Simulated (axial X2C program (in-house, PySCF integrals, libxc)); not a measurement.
# Photoelectron levels of SiAs⁻ by EOM-IP-CCSD

Computed with an axial X2C code built on PySCF integrals: two-component X2C with atomic mean-field Coulomb and Gaunt terms, Gaussian nuclei, basis As dyall-acv3z, Si dyall-av3z with contracted cores.

R = 2.105 Å (near the PBE0 minimum at charge -1 of the determinant lowest at the starting distance; the state shown can have its own minimum elsewhere).

Hartree–Fock spinors of SiAs⁻ (one of each Kramers pair; a window near the gap, which can cut inner shells):

| ω | occupied | ε (eV) | character |
| --- | --- | --- | --- |
| 1/2 | yes | -15.77 | 52% As s, 22% Si s, 13% Si p |
| 1/2 | yes | -8.52 | 38% Si s, 29% As p, 15% As s |
| 1/2 | yes | -3.39 | 41% Si p, 38% As p, 10% Si s |
| 1/2 | yes | -2.77 | 56% As p, 32% Si p, 6% Si d |
| 3/2 | yes | -2.62 | 54% As p, 35% Si p, 6% Si d |
| 1/2 | no | 3.52 | 70% Si p, 19% As p, 7% Si s |
| 1/2 | no | 3.93 | 90% Si p, 5% Si d, 3% As p |
| 3/2 | no | 3.94 | 90% Si p, 5% Si d, 3% As p |
| 1/2 | no | 4.14 | 39% Si s, 34% As p, 25% Si p |
| 3/2 | no | 4.88 | 82% As p, 9% Si p, 6% As d |
| 1/2 | no | 4.89 | 83% As p, 8% Si p, 6% As d |

Vertical detachment energies of SiAs⁻ to the states of SiAs:

```
Ω of SiAs  vertical detachment energy (eV)  above lowest (cm⁻¹)                   ionised spinor  one-hole weight
      3/2                            2.957                    0             53% As pπ, 35% Si pπ             0.94
      1/2                            3.002                  363  32% As pπ, 19% Si pπ, 17% Si pσ             0.94
      1/2                            3.121                 1325  25% As pπ, 23% Si pσ, 20% As pσ             0.93
      1/2                            6.874                31595  38% Si sσ, 31% As pσ, 14% As sσ             0.72
```

How far does the lowest EOM-IP-CCSD energy lie from the Koopmans value −ε of the highest filled spinor?

2.957 eV against 2.62 eV, a shift of 0.34 eV: relaxation of the final state lowers the energy and the loss of correlation raises it.

What is the splitting of the first π pair in the table, and is it regular or inverted?

E(3/2) − E(1/2) = 0 − 363 = -363 cm⁻¹ at EOM-IP-CCSD: inverted, Ω = 3/2 lower. Splittings at this level can be off by ten to twenty per cent.

This point took 14 s on 1 thread of Arm Neoverse V1, on a shared host.

Reference electrons by ω block (each with its −ω partner): 1/2: 17, 3/2: 6, 5/2: 1. 10 electrons of SiAs⁻ correlated (inner shells frozen), 94 natural virtual spinors (a truncated set); levels can be off by some tenths of an eV. Roots sought by Ω: (1/2: 4, 3/2: 3, 5/2: 1); rows need 60 % one-particle weight and stop where some Ω has no more roots. Missing are any skipped roots, higher Ω and states of a further excitation; these come out far too high here and may in truth be low or lowest. T1 of the reference 0.022 (Lee–Taylor). Number of frozen shells: As 3 s, 2 p, 1 d; Si 2 s, 1 p.
